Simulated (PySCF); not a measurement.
This PySCF input asks for the NMR shieldings of `C=CCP1CC=C(F)C1`, C7H10FP; the geometry comes from GFN2-xTB.

```python
import basis_set_exchange as bse
import numpy as np
from pyscf import gto, dft
from pyscf.prop import nmr

atoms = """
C    -2.556827    1.254217   -0.037721
C    -2.273238   -0.012019   -0.288304
C    -1.032759   -0.469030   -0.970501
P     0.070463   -1.404234    0.228344
C     1.622989   -1.340787   -0.826314
C     2.214428    0.017375   -0.628361
C     1.712023    0.698401    0.386053
F     2.128751    1.932780    0.735913
C     0.635052    0.080384    1.214029
H    -3.459468    1.547388    0.470406
H    -1.902511    2.054003   -0.346817
H    -2.947741   -0.796871    0.028767
H    -1.279134   -1.174539   -1.769724
H    -0.477753    0.374585   -1.389038
H     2.319916   -2.116399   -0.493089
H     1.381089   -1.545999   -1.872006
H     3.004763    0.377353   -1.265108
H     1.027518   -0.232677    2.186209
H    -0.197366    0.765320    1.395171
"""
names = dict.fromkeys(["C", "P", "F", "H"], "pcSseg-1")
basis = {el: gto.basis.parse(bse.get_basis(n, elements=[el], fmt="nwchem")) for el, n in names.items()}
mol = gto.M(atom=atoms, basis=basis, charge=0, verbose=0)
mf = dft.RKS(mol, xc="PBE0")
mf.grids.level = 2
mf.grids.alignment = dft.numint.BLKSIZE   # the property module wants whole blocks of grid points
mf.conv_tol = 1e-9
mf.kernel()

calc = nmr.RKS(mf)   # GIAO
C = mf.mo_coeff
Co = C[:, mf.mo_occ > 0]
resp = mf.gen_response(singlet=True, hermi=2)
def vind(x):   # induced exchange potential for any number of trial vectors
    d = np.einsum("pi,xij,qj->xpq", C, 2 * x.reshape(-1, C.shape[1], Co.shape[1]), Co, optimize=True)
    return np.einsum("xpq,pi,qj->xij", resp(d - d.transpose(0, 2, 1)), C, Co, optimize=True).ravel()
mo1, _ = nmr.rhf.solve_mo1(calc, with_cphf=vind)
sigma = calc.kernel(mo1)
for i, s in enumerate(sigma):   # ppm
    w = np.linalg.eigvalsh((s + s.T) / 2)
    print("%2d %-2s iso %8.1f  s11 %8.1f  s22 %8.1f  s33 %8.1f" % (i, mol.atom_pure_symbol(i), w.mean(), *w))
```

**Question.** What are the results?

**Answer.** 
```
 0 C  iso     62.5  s11    -50.4  s22     80.9  s33    156.9
 1 C  iso     43.9  s11    -74.0  s22     44.5  s33    161.2
 2 C  iso    147.1  s11    120.3  s22    153.3  s33    167.7
 3 P  iso    358.8  s11    306.0  s22    378.6  s33    391.9
 4 C  iso    157.0  s11    146.0  s22    153.2  s33    171.7
 5 C  iso     78.2  s11    -13.7  s22     99.3  s33    149.0
 6 C  iso     13.1  s11    -80.9  s22     43.6  s33     76.7
 7 F  iso    285.6  s11    169.6  s22    288.0  s33    399.1
 8 C  iso    156.4  s11    136.2  s22    153.4  s33    179.6
 9 H  iso     26.3  s11     23.2  s22     25.3  s33     30.3
10 H  iso     26.4  s11     22.4  s22     25.6  s33     31.1
11 H  iso     25.6  s11     22.9  s22     25.4  s33     28.5
12 H  iso     29.3  s11     24.9  s22     28.0  s33     35.1
13 H  iso     29.3  s11     25.4  s22     30.1  s33     32.6
14 H  iso     29.0  s11     24.2  s22     26.3  s33     36.4
15 H  iso     29.8  s11     26.0  s22     27.5  s33     35.9
16 H  iso     26.4  s11     23.3  s22     26.1  s33     29.6
17 H  iso     29.0  s11     24.4  s22     26.6  s33     36.0
18 H  iso     29.3  s11     25.0  s22     28.5  s33     34.4
```

These numbers come from an equivalent density-fitted implementation of the same equations, which agrees with the script to about 0.01 ppm for H and up to a few tenths of a ppm for heavy atoms, so last digits may differ.

Size and cost of the density-fitted run: 210 basis functions, 68 s wall time on 1 thread of an Arm Neoverse N1, shared host; peak memory 0.87 GiB.
